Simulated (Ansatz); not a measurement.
Stepwise reaction of `[CH3][InH2]` with methanol, as a gas-phase model of exchange steps in deposition or etching. ΔE in kJ/mol.

Isolated molecules relaxed with PBE0-D4/def2-TZVP in Ansatz; ΔE leaves out vibrations. CCSD(T)/CBS adds triple-zeta CCSD(T) − MP2 to the extrapolated MP2 energy (def2 sets, frozen cores). This one scheme is used for every species. Functionals use def2-TZVPP. B3LYP here is the variant with VWN-RPA as its local correlation; programs differ in this. Elements past krypton have def2 core potentials. For In outer-core shells are correlated without core-valence functions, which leaves a few kJ/mol of doubt a bond. Each species was taken in one conformer, which may not be the lowest.

```json
{"step": "2", "reaction": "`C[O][InH][CH3]` + CH₃OH → `C[O][In]([CH3])[O]C` + H₂", "PBE-D4": "-7.0", "B3LYP-D4": "-8.3", "ωB97M-V": "-1.5", "CCSD(T)/CBS": "-13.5"}
```

Task: Give the row of step 1, `[CH3][InH2]` + CH₃OH → `C[O][InH][CH3]` + H₂. (Estimate.)

Result: Computed: 
```tsv
step	reaction	PBE-D4	B3LYP-D4	ωB97M-V	CCSD(T)/CBS
1	`[CH3][InH2]` + CH₃OH → `C[O][InH][CH3]` + H₂	-26.1	-24.3	-17.2	-29.5
```

Task: By hand: ΔE of the 2 steps together at CCSD(T)/CBS.

Result: (-29.5) + (-13.5) = -43.0 kJ/mol, or -21.5 kJ/mol a step.

In ΔE each step is higher than the one before. All are downhill at CCSD(T)/CBS. PBE-D4 differs from CCSD(T)/CBS by 3.4 to 6.5 kJ/mol a step. Isolated molecules leave out the surface, adducts and barriers. Largest T1 diagnostic: 0.015.
